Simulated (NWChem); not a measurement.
System: C2H6Te; SMILES CC[TeH]

Here is an NWChem input.

```
start job
memory heap 200 mb stack 900 mb global 1100 mb
geometry units angstroms noautoz
  Te    -0.012148    -0.653470     0.034104
  H     -0.888388    -0.531954    -1.376398
  C      0.660646     1.410499    -0.068796
  C     -0.436478     2.443611     0.078050
  H      1.209906     1.513474    -1.014809
  H      1.398538     1.478576     0.745221
  H     -0.973615     2.333017     1.031626
  H     -1.178146     2.367344    -0.731511
  H     -0.010782     3.461154     0.043135
end
basis spherical
  Te library def2-svp
  H library def2-svp
  C library def2-svp
end
ecp
  Te library def2-ecp
end
dft
  xc m06-2x
  iterations 150
  vectors input atomic output neutral.movecs
end
task dft energy
charge 1
dft
  odft
  mult 2
  vectors input atomic output cation.movecs
end
task dft energy
```

Geometry: optimised at PBE0/def2-SVP. def2 effective core potentials on Te; no spin-orbit coupling.

Ions are spin-unrestricted doublets at the neutral geometry; other ion states weren't tried.

Q: Predict the main results of this run. (M06-2X/def2-SVP with def2 effective core potentials on Te, vertical spin-unrestricted ions.) Quantities: vertical ionisation energy, ΔSCF (eV); −ε(HOMO) (eV).

A: The vertical ionisation energy, ΔSCF (eV) comes out as 8.08 and the −ε(HOMO) (eV) is 7.07.
